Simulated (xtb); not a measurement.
A run for xtb: GFN2-xTB on TeMo, 2S+1 = 5, a spin state set in the input, which need not be the lowest, a point of a bond scan (R = 2.412 Å).

```
$ xtb mol.xyz --gfn 2 --sp --chrg 0 --uhf 4
2

Mo     0.00000000     0.00000000     0.00000000
Te     0.00000000     0.00000000     2.41172100
```

Program output:

```
[...]
           -------------------------------------------------
          |                Calculation Setup                |
           -------------------------------------------------



           -------------------------------------------------
          |                 G F N 2 - x T B                 |
           -------------------------------------------------

        Reference                      10.1021/acs.jctc.8b01176
      * Hamiltonian:
        H0-scaling (s, p, d)           1.850000    2.230000    2.230000
        zeta-weighting                 0.500000
      * Dispersion:
        s8                             2.700000
        a1                             0.520000
        a2                             5.000000
        s9                             5.000000
      * Repulsion:
        kExp                           1.500000    1.000000
        rExp                           1.000000
      * Coulomb:
        alpha                          2.000000
        third order                    shell-resolved
        anisotropic                    true
        a3                             3.000000
        a5                             4.000000
        cn-shift                       1.200000
        cn-exp                         4.000000
        max-rad                        5.000000


          ...................................................
          :                      SETUP                      :
          :.................................................:
          :  # basis functions                  20          :
          :  # atomic orbitals                  18          :
          :  # shells                            6          :
          :  # electrons                        12          :
          :  max. iterations                   250          :
          :  Hamiltonian                  GFN2-xTB          :
          :  restarted?                      false          :
          :  GBSA solvation                  false          :
          :  PC potential                    false          :
          :  electronic temp.          300.0000000     K    :
          :  accuracy                    1.0000000          :
          :  -> integral cutoff          0.2500000E+02      :
          :  -> integral neglect         0.1000000E-07      :
          :  -> SCF convergence          0.1000000E-05 Eh   :
          :  -> wf. convergence          0.1000000E-03 e    :
          :  Broyden damping             0.4000000          :
          :  net charge                          0          :
          :  unpaired electrons                  4          :
          ...................................................

 iter      E             dE          RMSdq      gap      omega  full diag
   1      3.4212210  0.342122E+01  0.615E+01    0.00       0.0  T
   2     14.4552149  0.110340E+02  0.120E+02    0.35       1.0  T
   3     -1.8107833 -0.162660E+02  0.520E+01    0.21       1.0  T
   4     -4.1708794 -0.236010E+01  0.329E+01    0.00       1.0  T
   5     -4.2695930 -0.987136E-01  0.239E+01    0.00       1.0  T
   6     -4.7594091 -0.489816E+00  0.318E+01    0.00       1.0  T
   7     -4.7954788 -0.360696E-01  0.297E+01    0.00       1.0  T
   8     -3.9619961  0.833483E+00  0.526E+01    0.00       1.0  T
   9     -4.9953771 -0.103338E+01  0.167E+01    0.00       1.0  T
  10     -5.0042035 -0.882638E-02  0.351E+00    0.00       1.0  T
  11     -4.9951466  0.905693E-02  0.895E+00    0.00       1.0  T
  12     -4.9998562 -0.470966E-02  0.733E+00    0.00       1.0  T
  13     -5.0093414 -0.948516E-02  0.233E+00    0.00       1.0  T
  14     -5.0098674 -0.526007E-03  0.179E+00    0.00       1.0  T
  15     -5.0105516 -0.684249E-03  0.728E-01    0.00       1.0  T
  16     -5.0105979 -0.462338E-04  0.456E-01    0.00       1.0  T
  17     -5.0105954  0.242546E-05  0.411E-01    0.00       1.0  T
  18     -5.0105809  0.145660E-04  0.470E-01    0.00       1.0  T
  19     -5.0105932 -0.122996E-04  0.342E-01    0.00       1.0  T
  20     -5.0106005 -0.731801E-05  0.192E-01    0.00       1.0  T
  21     -5.0106016 -0.106667E-05  0.132E-01    0.00       1.0  T
  22     -5.0106018 -0.220530E-06  0.113E-01    0.00       1.0  T
  23     -5.0106022 -0.460279E-06  0.510E-02    0.00       1.4  T
  24     -5.0106023 -0.701399E-07  0.358E-02    0.00       2.0  T
  25     -5.0106024 -0.714376E-07  0.776E-03    0.00       9.1  T
  26     -5.0106024 -0.399693E-08  0.522E-04    0.00     135.5  T
  27     -5.0106024 -0.780851E-10  0.170E-04    0.00     415.3  T

   *** convergence criteria satisfied after 27 iterations ***

         #    Occupation            Energy/Eh            Energy/eV
      -------------------------------------------------------------
         1        2.0000           -0.8030176             -21.8512
         2        2.0000           -0.3833975             -10.4328
         3        2.0000           -0.3687394             -10.0339
         4        2.0000           -0.3687394             -10.0339
         5        1.0000           -0.3462296              -9.4214
         6        1.0000           -0.3462296              -9.4214
         7        1.0000           -0.3393805              -9.2350
         8        0.5000           -0.3280222              -8.9259 (HOMO)
         9        0.5000           -0.3280222              -8.9259 (LUMO)
        10                         -0.2480544              -6.7499
        11                         -0.1164424              -3.1686
        12                         -0.1164424              -3.1686
        13                          0.0492733               1.3408
       ...                                ...                  ...
        18                          1.1111009              30.2346
      -------------------------------------------------------------
                  HL-Gap            0.0000000 Eh            0.0000 eV
             Fermi-level           -0.3427534 Eh           -9.3268 eV

 SCC (total)                   0 d,  0 h,  0 min,  0.004 sec
 SCC setup                      ...        0 min,  0.000 sec (  2.528%)
 Dispersion                     ...        0 min,  0.000 sec (  0.697%)
 classical contributions        ...        0 min,  0.000 sec (  0.473%)
 integral evaluation            ...        0 min,  0.000 sec (  9.997%)
 iterations                     ...        0 min,  0.003 sec ( 74.505%)
 molecular gradient             ...        0 min,  0.000 sec (  9.621%)
 printout                       ...        0 min,  0.000 sec (  1.902%)

         :::::::::::::::::::::::::::::::::::::::::::::::::::::
         ::                     SUMMARY                     ::
         :::::::::::::::::::::::::::::::::::::::::::::::::::::
         :: total energy              -4.984731475057 Eh    ::
         :: gradient norm              0.012021631540 Eh/a0 ::
         :: HOMO-LUMO gap              0.000000002910 eV    ::
         ::.................................................::
         :: SCC energy                -5.010602384465 Eh    ::
         :: -> isotropic ES            0.000451569112 Eh    ::
         :: -> anisotropic ES         -0.000574557466 Eh    ::
         :: -> anisotropic XC          0.010137286545 Eh    ::
         :: -> dispersion             -0.001380920415 Eh    ::
         :: repulsion energy           0.025870909408 Eh    ::
         :: add. restraining           0.000000000000 Eh    ::
         :: total charge              -0.000000000000 e     ::
         :::::::::::::::::::::::::::::::::::::::::::::::::::::

           -------------------------------------------------
          |                Property Printout                |
           -------------------------------------------------

    * Orbital Energies and Occupations

         #    Occupation            Energy/Eh            Energy/eV
Note: The following floating-point exceptions are signalling: IEEE_UNDERFLOW_FLAG IEEE_DENORMAL
normal termination of xtb
      -------------------------------------------------------------
         1        2.0000           -0.8030176             -21.8512
         2        2.0000           -0.3833975             -10.4328
         3        2.0000           -0.3687394             -10.0339
         4        2.0000           -0.3687394             -10.0339
         5        1.0000           -0.3462296              -9.4214
         6        1.0000           -0.3462296              -9.4214
         7        1.0000           -0.3393805              -9.2350
         8        0.5000           -0.3280222              -8.9259 (HOMO)
         9        0.5000           -0.3280222              -8.9259 (LUMO)
        10                         -0.2480544              -6.7499
        11                         -0.1164424              -3.1686
        12                         -0.1164424              -3.1686
        13                          0.0492733               1.3408
        14                          0.0492733               1.3408
        15                          0.0838689               2.2822
        16                          0.2253052               6.1309
        17                          0.2253052               6.1309
        18                          1.1111009              30.2346
      -------------------------------------------------------------
                  HL-Gap            0.0000000 Eh            0.0000 eV
             Fermi-level           -0.3427534 Eh           -9.3268 eV

     #   Z          covCN         q      C6AA      α(0)
     1  42 Mo       0.970     0.020   558.085    60.388
     2  52 Te       0.970    -0.020   430.116    38.650

 Mol. C6AA /au·bohr⁶  :       1940.364801
 Mol. C8AA /au·bohr⁸  :     210863.323678
 Mol. α(0) /au        :         99.038605


Wiberg/Mayer (AO) data.
largest (>0.10) Wiberg bond orders for each atom

 ---------------------------------------------------------------------------
     #   Z sym  total        # sym  WBO       # sym  WBO       # sym  WBO
 ---------------------------------------------------------------------------
     1  42 Mo   2.563 --     2 Te   2.563
     2  52 Te   2.563 --     1 Mo   2.563
 ---------------------------------------------------------------------------

Topologies differ in total number of bonds
Writing topology from bond orders to xtbtopo.mol

molecular dipole:
                 x           y           z       tot (Debye)
 q only:        0.000       0.000      -0.091
   full:       -0.000       0.000      -1.995       5.071
molecular quadrupole (traceless):
                xx          xy          yy          xz          yz          zz
 q only:        0.208       0.000       0.208       0.000       0.000      -0.415
  q+dip:        1.171       0.000       1.171      -0.000      -0.000      -2.341
   full:        1.452      -0.000       1.452       0.000      -0.000      -2.905


           -------------------------------------------------
          | TOTAL ENERGY               -4.984731475057 Eh   |
          | GRADIENT NORM               0.012021631540 Eh/α |
          | HOMO-LUMO GAP               0.000000002910 eV   |
           -------------------------------------------------

------------------------------------------------------------------------
------------------------------------------------------------------------
 total:
 SCF:
```

The run finished.

Cost: about 0.05 core-seconds (a rough figure).
